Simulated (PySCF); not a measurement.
AlF2H3O2Si. Atoms are numbered in the order given.

```xyz
9

Si    -1.2367    -0.2965     0.0263
F     -1.8291     0.5906     1.2569
F     -1.8332     0.3477    -1.3458
Al     1.1721    -0.1182     0.0114
O      2.0453    -1.5747     0.0463
O      1.8471     1.4355    -0.0305
H     -1.8329    -1.6532     0.1529
H      2.9857    -1.7585     0.0459
H      2.7447     1.7686    -0.0410
```
Charge 0, spin multiplicity 1.

Geometry: ωB97X-D3(BJ)/def2-SVP. The structure was generated by enumeration; whether it is a known compound was not checked. Other conformers were not sampled.

Computed with PySCF with HF/pcSseg-1.

GIAO shieldings, no solvent; atoms listed in one row are averaged. δ = σ(ref) − σ: ²⁹Si against TMS (σ = 393.8 ppm); ¹⁹F against CFCl3 (σ = 238.5 ppm); ¹⁷O against H2O (σ = 333.0 ppm); ¹H against TMS (σ = 31.99 ppm), references at their B3LYP-D3(BJ)/def2-TZVP geometries, non-relativistic.

### Question
Estimate the chemical shifts. (Estimate from the structure and the level; the computed values follow.)

### Answer

```tsv
nucleus	atoms	count	δ (ppm)
²⁹Si	Si1	1	4.6
¹⁹F	F2, F3	2	-125.2
¹⁷O	O5	1	25.0
¹⁷O	O6	1	20.9
¹H	H7	1	5.03
¹H	H8, H9	2	2.44
```
